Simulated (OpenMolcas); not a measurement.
**Re+: effect of the active space**

| Property | Result |
| --- | --- |
| Program | OpenMolcas |
| Method | CASSCF |
| Basis | ANO-RCC-VQZP |
| Scalar Hamiltonian | DKH2, point nucleus |
| Spin-orbit coupling | state interaction with AMFI integrals over the reference wave functions, term energies averaged over their components |

A. 6 electrons in 6 orbitals (5d 6s); 2S+1 = 7 even, 1 root; 2S+1 = 5 even, 35 roots kept (CI in the orbitals of an earlier block); 2S+1 = 3 even, 55 roots kept (CI in the orbitals of an earlier block); 2S+1 = 1 even, 10 roots kept (CI in the orbitals of an earlier block); cost roughly 90 core-seconds
B. 6 electrons in 11 orbitals (5d 6s 6d); 2S+1 = 7 even, 1 root; 2S+1 = 5 even, 5 roots kept (CI in the orbitals of an earlier block); cost about 4 core-minutes

Energies in cm⁻¹ above 5d⁵ 6s ⁷S₃.

```tsv
Level	A	B
5d⁵ 6s ⁷S₃	0.0	0.0
5d⁵ 6s ⁵D₃	22395	19610
5d⁵ 6s ⁵D₄	22780	19148
```

The spin-orbit steps hold different terms of 5d⁵ 6s (B lacks among others ¹G, ¹S, ³D, ³F, ³G), which shifts levels as well.

Between A and B the level of the table that moves most is 5d⁵ 6s ⁵D₄, by 3600 cm-1 (lowest in B, highest in A).

Without dynamic correlation excited terms often stand tens of per cent too high (terms of higher spin than the ground term too low), and those without a measured partner can miss by more than the paired ones. Terms from blocks run as CI alone lack orbitals of their own. Active for correlation alone: 6d; no level in the range computed is led by a configuration that fills it, so any true level of that kind is missing (holds for B). No level of 5d⁴ 6s², 5d⁶ was computed, though it lies in the active space (holds for B). Levels of configurations outside the active space are missing. Levels that lie high or do not pair safely by name in every column are left out.
